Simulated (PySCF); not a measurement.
disilazane (H₇NSi₂), SMILES N([SiH3])[SiH3]. Atoms are numbered in the order given.

```xyz
10

Si     0.0019    -0.1350     1.5809
N     -0.0177     0.6240     0.0000
Si     0.0019    -0.1350    -1.5809
H     -0.9224     0.5963     2.5195
H     -0.4625    -1.5520     1.3989
H      1.3651    -0.1591     2.2298
H      0.1116     1.6416     0.0000
H      1.3651    -0.1591    -2.2298
H     -0.9224     0.5963    -2.5195
H     -0.4625    -1.5520    -1.3989
```
Charge 0, spin multiplicity 1.

The structure is a stationary point at PBE-D3(BJ)/def2-SVP.

All values below come from r2SCAN/def2-TZVPD run with PySCF.

Symmetry labels are those of the subgroup Cs that the program uses (full group Cs).

Task: List the valence orbital energies around the gap with their symmetry. (An estimate is asked for; the answer gives what the named calculation found.)

Result: 
```csv
orbital,symmetry,energy (eV)
HOMO−7,A',-13.61
HOMO−6,A',-11.29
HOMO−5,A",-9.71
HOMO−4,A',-9.27
HOMO−3,A',-8.71
HOMO−2,A",-8.55
HOMO−1,A",-8.40
HOMO,A',-6.48
LUMO,A',-0.66
LUMO+1,A',0.38
LUMO+2,A',0.64
LUMO+3,A",0.87
```
